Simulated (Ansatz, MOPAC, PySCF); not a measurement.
Noncovalent pair: NH3 (SMILES N) (first 4 atoms) with H2S (SMILES S); geometry from B3LYP-D3(BJ)/def2-TZVP, rigid monomers moved along the line of their centres of mass till N1···H7 is 2.47 Å.
(charge 0, multiplicity 1):
```xyz
7

N      0.006     0.164     0.325
H     -0.777    -0.461     0.170
H     -0.193     1.032    -0.159
H      0.821    -0.253    -0.111
S      0.724     0.870     4.022
H     -0.247     0.060     4.471
H      0.446     0.600     2.720
```

Interaction energies are E(AB) − E(A) − E(B) at the monomers' geometry in the complex; basis-set methods are counterpoise corrected.

Cores are frozen in the correlated methods. Rows in 6-31G* carry no dispersion term and start afresh at each structure (6-31G* with six Cartesian d functions). The state that PM6 reach isn't checked.

Codes used: Ansatz (a quantum-chemistry and plane-wave program) with Gaussian orbitals; MOPAC for PM6 (differences of heats of formation); PySCF for 6-31G* rows. Values without a source in brackets are computed.

One of these levels gives -117.3 meV for the interaction energy. Name it.
A) PM6
B) SCS-MP2/aug-cc-pV(D+d)Z
C) B3LYP/6-31G*

B, SCS-MP2/aug-cc-pV(D+d)Z. The others give -137.7 (PM6), -164.3 (B3LYP/6-31G*)
